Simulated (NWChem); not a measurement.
PbBrF, singlet; SMILES [F][Pb][Br]

Results from NWChem. Low-valent species are run as closed-shell singlets; no triplet was tried in these runs. Geometry: optimised at PBE0/def2-SVP. No frequency run checked for a minimum. def2 effective core potentials on Pb; no spin-orbit coupling. Ions are spin-unrestricted doublets at the neutral geometry; other ion states weren't tried.

For level B3LYP/def2-SVP:

- vertical ionisation energy, ΔSCF (eV): 10.11
- −ε(HOMO) (eV): 7.54

**Question.** What are these values for level PBE/def2-SVP?

**Answer.** The vertical ionisation energy, ΔSCF (eV) is 9.90 and the −ε(HOMO) (eV) comes out as 6.57.
